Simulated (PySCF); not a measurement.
# C3H3ClF2O: core ionisation energies

C3H3ClF2O.
Numbering: `[F:1]/[CH:2]=[C:3](/[Cl:4])[O:5][CH2:6][F:7]`

Theory: PySCF, delta-SCF UKS SCAN, pcX-2 on the ionised atom, pcseg-1 elsewhere, spin-free X2C. Binding energies are ΔSCF values: E(core-ionised, relaxed orbitals) − E(ground state) at a fixed geometry, referred to the vacuum level.

**Question.** Give the core binding energies atom by atom.

**Answer.** 
```json
{"atom(s)": "Cl4", "bonded to": "C", "level": "Cl 1s", "binding energy (eV)": "2829.63", "2p1/2 (eV)": "–", "above the level's lowest (eV)": "0.00", "count": "1"}
{"atom(s)": "F1", "bonded to": "C", "level": "F 1s", "binding energy (eV)": "693.30", "2p1/2 (eV)": "–", "above the level's lowest (eV)": "+0.30", "count": "1"}
{"atom(s)": "F7", "bonded to": "C", "level": "F 1s", "binding energy (eV)": "693.00", "2p1/2 (eV)": "–", "above the level's lowest (eV)": "0.00", "count": "1"}
{"atom(s)": "O5", "bonded to": "2 C", "level": "O 1s", "binding energy (eV)": "540.25", "2p1/2 (eV)": "–", "above the level's lowest (eV)": "0.00", "count": "1"}
{"atom(s)": "C6", "bonded to": "F, O and 2 H", "level": "C 1s", "binding energy (eV)": "295.24", "2p1/2 (eV)": "–", "above the level's lowest (eV)": "+2.27", "count": "1"}
{"atom(s)": "C3", "bonded to": "O, Cl and C (double bond)", "level": "C 1s", "binding energy (eV)": "293.88", "2p1/2 (eV)": "–", "above the level's lowest (eV)": "+0.91", "count": "1"}
{"atom(s)": "C2", "bonded to": "F, C (double bond) and H", "level": "C 1s", "binding energy (eV)": "292.97", "2p1/2 (eV)": "–", "above the level's lowest (eV)": "0.00", "count": "1"}
{"atom(s)": "Cl4", "bonded to": "C", "level": "Cl 2p3/2", "binding energy (eV)": "207.01", "2p1/2 (eV)": "208.67", "above the level's lowest (eV)": "0.00", "count": "1"}
```

Lowest listed C 1s: C2, bonded to F, C (double bond) and H. Highest, 2.27 eV above it: C6, bonded to F, O and 2 H.

Lowest listed F 1s: F7, bonded to C. Highest, 0.30 eV above it: F1, bonded to C. Summing the Pauling electronegativity differences to the bonded atoms, each weighted by its formal bond order, gives -1.43 for the lowest site and -1.43 for the highest; the sum is the same at every site.

**Question.** Give the binding energy of F 1s of F7 in hartree and in kJ/mol.

**Answer.** 693.00 eV = 25.4673 Eh = 66864 kJ/mol.

**Question.** Which photon energy gives electrons from F 1s of F7 a kinetic energy of 50 eV, and what is their de Broglie wavelength?

**Answer.** hν = 693.00 + 50 = 743.00 eV, recoil neglected; λ = 12.264 Å/√(E/eV) = 1.73 Å.

For 2p shells one spin-free hole was relaxed; a mean-field spin–orbit operator and the ground-state splitting of the three 2p orbitals were then diagonalised within the shell. The shell's mean is (2 × 2p3/2 + 2p1/2)/3, and the degeneracies 2j + 1 give areas of 2:1. 2p1/2 minus 2p3/2 (ligand field included): Cl 1.66 eV. One conformer (not necessarily the lowest) at the GFN2-xTB geometry, without solvent, vibrations or thermal averaging.

The values belong to the conformer `[F:1]/[CH:2]=[C:3](/[Cl:4])[O:5][CH2:6][F:7]`: C2–C3–O5–C6 -140°, C3–O5–C6–F7 69°.
